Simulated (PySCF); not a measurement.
In(F)2(SeH) (F2HInSe), SMILES [F][In]([F])[SeH].

Geometry optimised at B3LYP-D3(BJ)/def2-SVP. The structure was generated by enumeration; whether it is a known compound was not checked. The def2 effective core potentials stand for the cores of In; spin–orbit coupling is left out. Other conformers were not sampled.

All values below come from PBE/def2-TZVP in PySCF.

Symmetry labels are those of the subgroup Cs that the program uses (full group Cs).

Task: List the valence orbital energies around the gap with their symmetry. (The exact figures need the calculation; the answer reports its results.)

Result: 
| orbital | symmetry | energy (eV) |
|---|---|---|
| HOMO−7 | A' | -10.38 |
| HOMO−6 | A' | -9.49 |
| HOMO−5 | A' | -9.10 |
| HOMO−4 | A" | -8.98 |
| HOMO−3 | A" | -8.66 |
| HOMO−2 | A' | -8.58 |
| HOMO−1 | A' | -8.19 |
| HOMO | A" | -6.94 |
| LUMO | A' | -3.75 |
| LUMO+1 | A" | -2.11 |
| LUMO+2 | A' | -1.43 |
| LUMO+3 | A' | -0.35 |
